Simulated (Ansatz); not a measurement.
H$_{4}$BO$_{3}$, charge +1, singlet, at a GFN2-xTB geometry. Base run: PBE0/pcseg-1 run with Ansatz (a first-principles code).

Geometry (Å):
```xyz
8

O      0.9413    -0.9434    -0.2759
B      0.1678     0.0793    -0.0215
O      0.4142     1.3500     0.0386
O     -1.2614    -0.4333     0.2613
H      1.8870    -0.8584    -0.4141
H     -0.1514     2.0777     0.2951
H     -1.3033    -1.4044     0.1872
H     -2.0244     0.0026    -0.1526
```
Charge +1, spin multiplicity 1.
All else is at Ansatz's defaults.
Base energy -252.44961 Eh.

Each row names what was changed in the base input (with any setting that the change needs).

```csv
change,ΔE vs base (kcal/mol)
base,0.000
lower_state_search = off,0.000
"final_grid = 4, 8, 17",…
"final_grid = 10, 20, 41",0.000
lower_state_search = light,0.000
"point_charge = charge:1.0 position_ang:-5.3526, -0.8672, -0.0055",74.7
"final_grid = 14, 28, 59",0.000
nuclear_model = gaussian,0.024
accuracy = high,-0.011
lower_state_search = full,0.000
"final_grid = 6, 12, 29",-0.003
```

Q: Fill in the missing entries.

A: 
- final_grid = 4, 8, 17, ΔE vs base (kcal/mol): -0.302
